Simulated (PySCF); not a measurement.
Löwdin shares of the frontier orbitals

Species: (E)-diethyl(styryl)phosphine oxide, C12H17OP.
SMILES with atom numbers: `[CH3:1][CH2:2][P:3](=[O:4])(/[CH:5]=[CH:6]/[c:7]1[cH:8][cH:9][cH:10][cH:11][cH:12]1)[CH2:13][CH3:14]` (hydrogens: H15, H16, H17 on C1; H18, H19 on C2; H20 on C5; H21 on C6; H22 on C8; H23 on C9; H24 on C10; H25 on C11; H26 on C12; H27, H28 on C13; H29, H30, H31 on C14)

Structure used (PBE0-D3(BJ)/def2-SVP), in Å, numbered top down from 1:
```xyz
31
C12H17OP angstrom
C     -3.9087    1.8671    0.6778
C     -2.5116    1.3963    1.0583
P     -1.8041    0.2698   -0.1939
O     -1.8742    0.8098   -1.5956
C     -0.1093   -0.0360    0.3408
C      0.8778    0.2666   -0.5193
C      2.3214    0.1283   -0.3220
C      3.1811    0.5391   -1.3523
C      4.5627    0.4337   -1.2163
C      5.1100   -0.0871   -0.0456
C      4.2672   -0.5020    0.9884
C      2.8889   -0.3953    0.8517
C     -2.6773   -1.3225    0.0105
C     -2.2493   -2.3182   -1.0581
H     -4.2592    2.6573    1.3583
H     -3.9051    2.2658   -0.3473
H     -4.6431    1.0478    0.7164
H     -2.4878    0.9039    2.0454
H     -1.8137    2.2483    1.1047
H      0.0836   -0.4413    1.3407
H      0.5598    0.6697   -1.4899
H      2.7503    0.9472   -2.2705
H      5.2154    0.7600   -2.0293
H      6.1937   -0.1716    0.0640
H      4.6915   -0.9121    1.9079
H      2.2408   -0.7246    1.6669
H     -2.5001   -1.7019    1.0312
H     -3.7544   -1.1008   -0.0725
H     -2.8379   -3.2457   -0.9993
H     -2.3859   -1.8779   -2.0566
H     -1.1857   -2.5828   -0.9557
```

Method: TDDFT wB97X-D/def2-SVPD, vertical, gas phase, core orbitals frozen in the response in PySCF.

Kohn–Sham orbitals with the atoms that hold most of them (Löwdin shares over 4%, at most four atoms; ? is withheld):

| orbital | ε (eV) | atoms |
| --- | --- | --- |
| HOMO-3 | -9.41 | O4 64%, P3 12%, C5 9% |
| HOMO-2 | -9.34 | C11 20%, C8 20%, C12 20%, C9 20% |
| HOMO-1 | -9.24 | ? |
| HOMO | -8.55 | C5 20%, C7 15%, C10 15%, C6 12% |
| LUMO | ? | ? |
| LUMO+1 | 1.28 | C11 20%, C8 20%, C12 16%, C9 16% |
| LUMO+2 | 2.09 | C13 9%, C2 9%, H27 9%, H18 8% |

Q: Give the leading atoms of the LUMO.

A: C5 (bonded to C, P and H) 17%; C6 (bonded to 2 C and H) 17%; C10 (bonded to 2 C and H) 12%; C7 (bonded to 3 C) 12%.

Q: Which atoms hold the HOMO-1, and with what shares?

A: O4 (bonded to P) 60%; P3 (bonded to 3 C and O) 13%; C13 (bonded to C, P and 2 H) 9%; C2 (bonded to C, P and 2 H) 8%. By element: oxygen 60%, carbon 17% or more, phosphorus 13%.

Q: What is the LUMO energy, and the HOMO–LUMO gap?

A: ε(LUMO) = 0.09 eV; the gap is 8.64 eV (0.3174 hartree).

Q: How does S1 compare with the orbital gap of 8.64 eV?

A: S1 is at 4.91 eV (f = 0.569), 3.73 eV below the gap, made of HOMO→LUMO (83%). Without the coupling terms of the response equations the lowest excitation would equal the gap.

Q: One configuration dominates each of S1, S4 and S6. Which, and how do the shares of the two leading atoms of either orbital change from the occupied to the empty one?

A: 
- S1 (4.91 eV, f 0.569), HOMO→LUMO (83%): C5 20% → 17%, C7 15% → 12%, C6 12% → 17%
- S4 (5.76 eV, f 0.0069), HOMO-1→LUMO (87%): O4 60% → at most 12%, P3 13% → at most 12%, C5 at most 8% → 17%, C6 at most 8% → 17%
- S6 (6.55 eV, f 0.473), HOMO-2→LUMO+1 (75%): C11 20% → 20%, C8 20% → 20%

Löwdin shares depend on the basis, the more so with diffuse functions.

One conformer stands for the species.
